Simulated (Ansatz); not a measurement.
Geometry optimisation, Ansatz, RKS PBE/6-31G*.

Input file:

```yaml
crystal:
  periodic: [false, false, false]
  atoms:
    - { symbol: Al, position_ang: [0.0, 0.0, 0.0] }
    - { symbol: F, position_ang: [1.2241, 0.0, 1.44] }
    - { symbol: H, position_ang: [1.739, 0.0, 0.2708] }
    - { symbol: O, position_ang: [-1.5415, 0.0, -0.89] }
    - { symbol: Si, position_ang: [-2.6907, -1.2238, -0.8267] }
    - { symbol: H, position_ang: [-2.2881, -2.2198, 0.162] }
    - { symbol: H, position_ang: [-3.9833, -0.6595, -0.4496] }
    - { symbol: H, position_ang: [-2.8007, -1.8572, -2.1376] }
basis:
  gaussian: { orbitals: "6-31G*" }
hamiltonian:
  xc: pbe
relax:
  f_tol: 0.15
  max_steps: 25
  restrain:
    - { distance: [1, 2], at: 0.92, k: 30.0 }
    - { distance: [0, 1], at: 2.89, k: 30.0 }
    - { distance: [0, 2], at: 2.76, k: 30.0 }
```

Command:

```bash
$ ansatz run input.yaml --threads 1 --pin off --max-ram 2048MiB --backend cpu --events-out ev --progress --plain --runs-dir out
```

Problem. Where does it end, and by what steps?

Solution. It converged. The restraints hold the end off the free minimum; the threshold counts their pulls, which the force column leaves out. Restrained pairs: F2–H3 (1.28 → 0.94 Å), Al1–F2 (1.89 → 2.88 Å), Al1–H3 (1.76 → 2.76 Å). After 14 steps the energy has fallen by 0.973 eV (the restraints' own energy left out); Al1 moved furthest, 1.04 Å.

```tsv
step	energy less start (eV)	largest force component (eV/Å)	accepted
0	0.0000	0.899	yes
1	0.4479	4.247	yes
2	0.9991	9.575	yes
3	0.3631	7.475	yes
4	-0.5654	1.944	yes
5	-0.7078	0.877	yes
6	-0.8078	0.414	yes
7	-0.8799	0.422	yes
8	-0.9167	0.871	yes
9	-0.9124	1.028	no
10	-0.9562	0.355	yes
11	-0.9703	0.372	yes
12	-0.9582	0.881	no
13	-0.9763	0.191	no
14	-0.9732	0.346	yes
```

```xyz
8
Properties=species:S:1:pos:R:3
Al 0.037 0.526 -0.891
F 1.479 -0.161 1.511
H 2.086 0.279 0.943
O -1.453 -0.354 -0.826
Si -2.799 -1.329 -0.797
H -2.582 -2.518 0.094
H -3.993 -0.572 -0.288
H -3.117 -1.831 -2.178
```

The run took 14 s on 1 thread of AMD EPYC 9R45 96-Core Processor (Zen 5), with other jobs on the host, peak memory 0.17 GiB.
